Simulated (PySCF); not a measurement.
C$_{3}$H$_{3}$N$_{2}$ (SMILES [c]1cnc[nH]1), doublet (typed; the unrestricted solution is spin-contaminated), geometry from GFN2-xTB. Base run: HF/6-31G (PySCF).

Geometry (Å):
```xyz
8

C      0.2724    -1.0020     0.5652
C      1.1910    -0.1904    -0.0176
N      0.5194     0.8525    -0.5633
C     -0.7597     0.6841    -0.3229
N     -0.9636    -0.4509     0.3735
H      2.2531    -0.2820    -0.0798
H     -1.5311     1.3570    -0.6379
H     -1.8347    -0.8364     0.6981
```
Charge 0, spin multiplicity 2.
Orbitals are unrestricted.
All else is at PySCF's defaults.

The base run was repeated with changes; each row names its change, and settings that it needs were set with it.

```tsv
change	E (Eh)	HOMO (eV)	dipole (D)	<S^2>	core-seconds (rough)
base	-224.04859	-8.95	3.56	1.007	1
functional = wb97m_v	-225.35381	-8.79	3.53	0.760	100
functional = lc_wpbe	-225.27688	-9.35	3.65	0.766	20
functional = m06	-225.28636	-6.74	3.48	0.763	10
functional = bhandhlyp	-225.29062	-7.54	3.58	0.768	9
functional = tpssh	-225.45416	-6.00	3.32	0.760	10
functional = pbe	-225.17564	-5.53	3.16	0.756	6
functional = wb97x_v	-225.36241	-8.95	3.55	0.760	100
functional = pw91,pw91	-225.36385	-5.56	3.15	0.756	7
functional = o3lyp	-225.36625	-5.95	3.27	0.760	6
functional = revpbe	-225.38861	-5.48	3.15	0.756	7
functional = pw6b95	-225.72123	-6.70	3.39	0.760	10
functional = pbe0	-225.17791	-6.66	3.45	0.762	7
```

Totals shift with the method and basis; they matter in differences.

Open shells are given as the SCF converged; they aren't shown to be the lowest states, and a large step between rows can be another state.
